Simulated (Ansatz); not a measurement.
Ansatz (a program for electronic structure) input (RPA@PBE/cc-pVTZ):

Ansatz 0.2 input:
```yaml
crystal:
  periodic: [false, false, false]
  atoms:
    - {symbol: Ge, position_ang: [1.53251182, -0.07467588, 0.02624198]}
    - {symbol: C, position_ang: [-0.36253784, 0.04590122, 0.01239264]}
    - {symbol: C, position_ang: [-1.24982679, -0.58940627, 0.92086925]}
    - {symbol: C, position_ang: [-2.56373106, -0.30236146, 0.52200043]}
    - {symbol: C, position_ang: [-2.50525630, 0.50900832, -0.63578881]}
    - {symbol: C, position_ang: [-1.15529664, 0.72280982, -0.95163830]}
    - {symbol: H, position_ang: [2.23635616, 1.19005816, -0.55414019]}
    - {symbol: H, position_ang: [2.17571624, -1.24803367, -0.79279547]}
    - {symbol: H, position_ang: [2.12354681, -0.27102078, 1.45545367]}
    - {symbol: H, position_ang: [-0.95688422, -1.18494832, 1.77661149]}
    - {symbol: H, position_ang: [-3.46628149, -0.63033978, 1.02373218]}
    - {symbol: H, position_ang: [-3.35530008, 0.91021424, -1.17466777]}
    - {symbol: H, position_ang: [-0.77764000, 1.30798877, -1.78094864]}
basis:
  gaussian:
    orbitals: cc-pVTZ
hamiltonian:
  xc: pbe
total_charge: -1
magnetization: {spin_polarized: false}
correlation: {method: rpa, electrons: outside_noble_gas}
```

Output:

```
Functional definition: PBE
integrals: 0.81 GiB planned
1698 factors; integrals over basis functions are off by at most 8.0e-4 eV
0.47 GiB of the device are held for the grids
2.36 GiB of device memory are held for the factors and their scratch space
mean field: 2.54 GiB planned
mean field evaluation 1: about -61793.8931 eV, gradient 6.5e1 eV
mean field evaluation 2: about -61793.8854 eV, gradient 6.5e1 eV
mean field evaluation 4: about -61802.2552 eV, gradient 2.1e1 eV
mean field evaluation 8: about -61804.1754 eV, gradient 4.1e-1 eV
mean field evaluation 16: about -61804.1753 eV, gradient 2.5e-4 eV
mean field evaluation 32: about -61784.7012 eV, gradient 4.7e1 eV
mean field -61804.17534905 eV, -2271.2615517028 hartree, gradient 2.5e-6 eV, S^2 0.000000; 0 other end points of the search recorded, 0 dependent functions left out
19 core orbitals not correlated
reference -61736.44257548 eV, -2268.7724181850 hartree; 16, 16 occupied and 256, 256 virtual orbitals, 1698 factors
Total energy: -61778.50293566 eV, -2270.3181079123 hartree
```

It need not be the lowest isomer of its formula. Whether it binds its extra electron was not tested at this geometry.
